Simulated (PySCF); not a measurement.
Question: Give a GFN2-xTB geometry of 1-acetylimidazole, `CC(=O)n1ccnc1`.

Answer: 
```xyz
14
C5H6N2O angstrom
C     -2.016   -0.581    0.047
C     -1.062    0.408    0.657
O     -1.367    1.233    1.476
N      0.256    0.312    0.203
C      0.816   -0.551   -0.719
C      2.131   -0.222   -0.793
N      2.408    0.819    0.052
C      1.291    1.116    0.626
H     -3.005   -0.417    0.468
H     -1.695   -1.597    0.265
H     -2.057   -0.448   -1.032
H      0.254   -1.304   -1.230
H      2.903   -0.658   -1.394
H      1.143    1.890    1.352
```

Orientation and origin are arbitrary. Atoms count from 1 in this order. The C–N distances run from 1.290 Å (N7–C8, aromatic) to 1.397 Å (C2–N4, drawn single), a spread of 0.107 Å. N7 (pyridine-type nitrogen) is bent (angle 106.0°). The 8 heavy atoms lie in one plane (0.001 Å rms). The C–C distances run from 1.357 Å (C5–C6, aromatic) to 1.503 Å (C1–C2, drawn single), a spread of 0.146 Å.

Bonds between heavy atoms (Å): C1–C2 1.503, C2=O3 1.202, C2–N4 1.397, N4–C5 1.382, C5–C6 1.357, C6–N7 1.369, N7–C8 1.290, N4–C8 1.378.

The geometry is computed with GFN2-xTB (gas phase).

Point group: Cs (tolerance 0.08 Å). Not checked by GFN2-xTB frequencies. One conformer, not necessarily the lowest (C1–C2–N4–C5 0°).
